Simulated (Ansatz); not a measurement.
C2H6N, SMILES C[CH]N, multiplicity 2.

Geometry optimised at r2SCAN-D4/def2-TZVP. The isomer is the one that the SMILES or the coordinates give; other isomers of the formula were not compared. One conformer was computed; it need not be the lowest.

Two levels are set side by side: PBE/def2-SVPD (Ansatz, a first-principles code) and ωB97X-V/def2-SVPD (Ansatz). Energy differences of separate SCF runs at the same geometry; the states with an electron removed or added have multiplicity 1 and 1. Differences are taken from unrounded values.

```json
[
 {"quantity": "vertical ionisation energy (eV)", "PBE": "6.52"}
]
```

**Question.** These are the PBE values. What does ωB97X-V give? (Estimate from the structure and the level; the computed values follow.)

**Answer.** 
```csv
quantity,ωB97X-V,PBE minus ωB97X-V
vertical ionisation energy (eV),6.64,-0.11
```

Here PBE gives about what the other level gives.
